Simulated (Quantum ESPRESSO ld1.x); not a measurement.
Task: Radial electron density D(r) = 4 pi r^2 rho(r) of an atom or ion with 21 electrons. Calculated with ld1.x of Quantum ESPRESSO 7.5: Dirac Kohn-Sham, LDA (Slater exchange, VWN5 correlation), spin-unpolarised, spherical densities, point nucleus.

| r (bohr) | D(r) (e/bohr) |
|---|---|
| 0.003334 | 1.058 |
| 0.00382 | 1.352 |
| 0.004412 | 1.748 |
| 0.005054 | 2.220 |
| 0.005837 | 2.844 |
| 0.006688 | 3.576 |
| 0.007723 | 4.530 |
| 0.008849 | 5.625 |
| 0.01022 | 7.017 |
| 0.01171 | 8.569 |
| 0.01352 | 10.48 |
| 0.01549 | 12.52 |
| 0.01789 | 14.90 |
| 0.0205 | 17.31 |
| 0.02367 | 19.90 |
| 0.02712 | 22.27 |
| 0.03132 | 24.50 |
| 0.03588 | 26.14 |
| 0.04144 | 27.20 |
| 0.04786 | 27.41 |
| 0.05483 | 26.79 |
| 0.06332 | 25.40 |
| 0.07255 | 23.70 |
| 0.08379 | 21.96 |
| 0.09599 | 20.90 |
| 0.1109 | 20.87 |
| 0.127 | 22.05 |
| 0.1467 | 24.38 |
| 0.168 | 26.95 |
| 0.1941 | 29.05 |
| 0.2224 | 29.53 |
| 0.2568 | 27.80 |
| 0.2942 | 24.15 |
| 0.3398 | 19.02 |
| 0.3893 | 14.27 |
| 0.4496 | 10.66 |
| 0.515 | 9.223 |
| 0.5948 | 9.535 |
| 0.6815 | 10.63 |
| 0.787 | 11.45 |
| 0.9089 | 11.11 |
| 1.041 | 9.648 |
| 1.203 | 7.359 |
| 1.378 | 5.101 |
| 1.591 | 3.099 |
| 1.823 | 1.764 |
| 2.105 | 0.9025 |
| 2.412 | 0.4686 |
| 2.786 | 0.2550 |
| 3.192 | 0.1773 |
| 3.686 | 0.1522 |
| 4.223 | 0.1415 |
| 4.877 | 0.1215 |
| 5.587 | 0.09064 |
| 6.453 | 0.05422 |
| 7.393 | 0.02664 |
| 8.538 | 0.009572 |
| 9.782 | 0.002730 |
| 11.3 | 0.0005144 |

What is the nuclear charge?

Result: Z = 23. The innermost maximum, from 1s, lies near gamma/Z bohr with gamma = sqrt(1 - (Z/c)^2) = 0.986, here 0.0429 bohr (found: 0.0460), and its height grows with Z. The density is that of the vanadium ion V2+ in [Ne] 3s2 3p5.5 3d3 4d0.5; the configuration itself is not fixed sharply by these data, and Z only to about a unit. D(r) has 3 maxima, at r = 0.0460, 0.215, 0.813 bohr, and minima at 0.104, 0.536 bohr, inside which lie 2.14, 10.54 electrons.
